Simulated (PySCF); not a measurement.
## Dipole moment and polarisability of `C=C[C@@H]1C=C[C@@H]2C[C@]12F`

Species: C8H9F.
Structure used (GFN2-xTB), in Å, numbered top down from 1:
```
atom  x, y, z in Å
C1     2.736   -0.875   -0.055
C2     1.555   -0.342    0.197
C3     0.492   -0.124   -0.837
C4     0.125    1.332   -1.011
C5    -1.178    1.555   -0.898
C6    -1.918    0.315   -0.572
C7    -1.557   -0.309    0.762
C8    -0.851   -0.746   -0.476
F9    -1.058   -2.018   -0.924
H10    3.016   -1.201   -1.043
H11    3.473   -1.011    0.718
H12    1.301   -0.021    1.198
H13    0.833   -0.542   -1.791
H14    0.885    2.066   -1.214
H15   -1.673    2.503   -1.019
H16   -2.899    0.140   -0.984
H17   -2.266   -1.004    1.183
H18   -1.026    0.287    1.487
```

Level: PBE0/def2-SVPD (PySCF), static field, nuclei fixed, core orbitals frozen in the response. The polarisability tensor in these axes (au):

```
x   110.09 -10.44  -2.27
y   -10.44  81.53  -3.30
z    -2.27  -3.30  73.94
```

What are the eigenvalues, a third of the trace, and Δα (Δα² = ½Σ(αi − αj)² over the three pairs)?

Principal values 71.64, 80.39 and 113.53 au; mean 88.52 au = 13.12 Å³ = 14.59 × 10⁻⁴⁰ C²·m²/J; Δα = 38.27 au (43 % of the mean).

What is the dipole moment, and where does it point?

(-0.09, 1.55, 0.48) D, 1.63 D in size, pointing from the negative to the positive side. Measured along this direction, the outermost atoms are F9 at the negative end and H15 at the positive end.

What would n − 1 = 2πNα be for an ideal gas of these molecules at 298.15 K and 1 atm, electronic part alone?

N = p/kT = 2.4615 × 10¹⁹ cm⁻³, so n − 1 = 2π × N × 13.12 × 10⁻²⁴ cm³ = 2029 × 10⁻⁶ at long wavelengths, for an ideal gas.

In TDDFT the mean static polarisability is Σ f/ω² over all singlet excitations (ω in hartree). How much of it do the 6 lowest give? Their energies (eV) and oscillator strengths: 5.89, 0.1479; 6.40, 0.0060; 6.62, 0.0144; 6.77, 0.0190; 6.86, 0.0230; 7.21, 0.0182.

They add up to 4.43 au, 5.0 % of the 88.52 au; the largest single term is 3.15 au, from the state at 5.89 eV. Terms in order: 3.15, 0.11, 0.24, 0.31, 0.36, 0.26 au. Higher excitations give the rest. The strengths listed sum to 0.229.

What depolarisation ratio follows for Rayleigh scattering of linearly polarised light, taking the static tensor?

ρ = 3Δα²/(45ᾱ² + 4Δα²) = 4394.3/(352595 + 5859.0) = 0.0123.

Traceless (Buckingham) quadrupole moment about the centre of nuclear charge: eigenvalues?

-7.00, 1.08, 5.92 D·Å. The values depend on the origin, since the dipole doesn't vanish. The electronic extent ⟨r²⟩ about the same centre is 1103 bohr², a root-mean-square distance of 2.16 Å for the 66 electrons.

In a dilute gas of rigid molecules at 250 K, how does the orientational term μ²/3kT compare with the electronic polarisability?

In Gaussian units μ²/3kT = 25.66 Å³ against 13.12 Å³, a ratio of 1.96; the Debye molar polarisation (4π/3)N_A(α + μ²/3kT) is 97.8 cm³/mol, leaving out the vibrational part.

Geometry: GFN2-xTB, one conformer, isolated molecule.
